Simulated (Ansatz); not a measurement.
The same path of C2H10GeSn (14 atoms, charge 0, multiplicity 1) was run twice with different band settings. The coordinate that changes most is the dihedral Sn4–C2–Ge3–H11.

Level of theory: Ansatz 0.2.0, RKS B3LYP/def2-SVP.

Relaxed end points:

```xyz
14
Properties=species:S:1:pos:R:3
C -0.808 1.389 -0.379
C -0.407 0.081 0.324
Ge 1.282 0.263 1.339
Sn -0.348 -1.607 -1.078
H -0.907 2.222 0.340
H -1.777 1.300 -0.900
H -0.063 1.701 -1.129
H -1.176 -0.200 1.063
H 1.165 1.434 2.345
H 2.453 0.567 0.376
H 1.599 -1.035 2.114
H 0.008 -3.077 -0.256
H 0.852 -1.322 -2.281
H -1.885 -1.746 -1.849
```

```xyz
14
Properties=species:S:1:pos:R:3
C -0.666 1.401 -0.565
C -0.400 0.156 0.297
Ge 1.274 0.304 1.340
Sn -0.474 -1.686 -0.894
H -0.701 2.320 0.046
H -1.629 1.335 -1.100
H 0.118 1.552 -1.327
H -1.209 0.035 1.039
H 1.450 -0.919 2.268
H 1.244 1.587 2.205
H 2.490 0.387 0.390
H -0.297 -3.075 0.108
H 0.783 -1.669 -2.073
H -1.995 -1.757 -1.705
```

Common settings: movable images 7; climbing image yes; spring 5.0 eV/Å²; optimiser quadratic models (default); force threshold 0.05 eV/Å; end points relaxed.

| run | start path | iteration limit |
| --- | --- | --- |
| 1 | through a guess of the saddle point | 51 |
| 2 | straight line | 60 |

Question: What does each run give, and how far can it be trusted?

Answer: Run 1: converged after 6 iterations, highest image 0.055 eV above the first end. A vibrational analysis at the climbing image gives one clearly imaginary mode, 113i cm⁻¹: a first-order saddle point.
Run 2: converged after 9 iterations, highest image 0.055 eV above the first end. Another band between the same ends (7 images) ends at a top of the same energy, where a vibrational analysis finds 1 clearly imaginary mode.
